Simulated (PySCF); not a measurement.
Correlation energy of Sb⁺ (antimony, charge +1)

[Kr] 4d10 5s2 5p2, high-spin 3P determinant. Calculation: PySCF 2.14, in cc-pVTZ-PP with ECP28MDF (5s4p3d1f, 39 functions); a scalar-relativistic core potential. Frozen: 4s2 4p6 4d10; 4 electrons correlated.

MP2 pair energies summed by pair of shells (mhartree):

| pair | energy | share (%) |
| --- | --- | --- |
| 5s-5p | -28.14 | 61.8 |
| 5s-5s | -13.01 | 28.6 |
| 5p-5p | -4.40 | 9.7 |

Total MP2 correlation energy: -45.55 mhartree.

Same-spin part -7.57 and opposite-spin part -37.97 mhartree; SCS-MP2 scales them by 1/3 and 6/5 to -48.09 mhartree.

```json
{"level": "CCSD", "correlation energy (mhartree)": "-58.85"}
{"level": "(T)", "correlation energy (mhartree)": "-1.40"}
{"level": "CCSD(T)", "correlation energy (mhartree)": "-60.25"}
```

Diagnostics: T1 = 0.0075, D1 = 0.0199, largest double amplitude 0.092.

Cost of the coupled-cluster step: 0.3 s of wall time on 1 thread of Neoverse-V2 (shared host), for 4 correlated electrons.
